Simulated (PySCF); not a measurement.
Electron affinity of Sb by level of theory

Sb⁻ [Kr] 4d10 5s2 5p4 (3P) → Sb [Kr] 4d10 5s2 5p3 (4S), as a difference of total energies. Computed with PySCF 2.14 in aug-cc-pVTZ-DK3, with the spin-free X2C one-electron Hamiltonian (Gaussian nucleus). Correlated levels: valence: [Kr] 4d10 frozen. The calculations carry no spin-orbit coupling.

| method | electron affinity (eV) | plus first-order spin-orbit estimate | error of that sum (eV) |
| --- | --- | --- | --- |
| UHF | -0.057 | 0.093 | -0.954 |
| MP2 (valence) | 0.605 | 0.755 | -0.292 |
| SCS-MP2 (valence) | 0.659 | 0.809 | -0.238 |
| CCSD (valence) | 0.710 | 0.859 | -0.188 |
| CCSD(T) (valence) | 0.763 | 0.913 | -0.134 |

Reference: 1.047 eV (measured; photodetachment measurements, as compiled on the Wikipedia data page of electron affinities).

A first-order spin-orbit estimate (lowest level to lowest level, LS coupling) adds 0.150 eV.

Errors of the correlated levels include the incompleteness of this basis and the frozen core.

A negative affinity means that the anion lies above the atom at that level of theory.
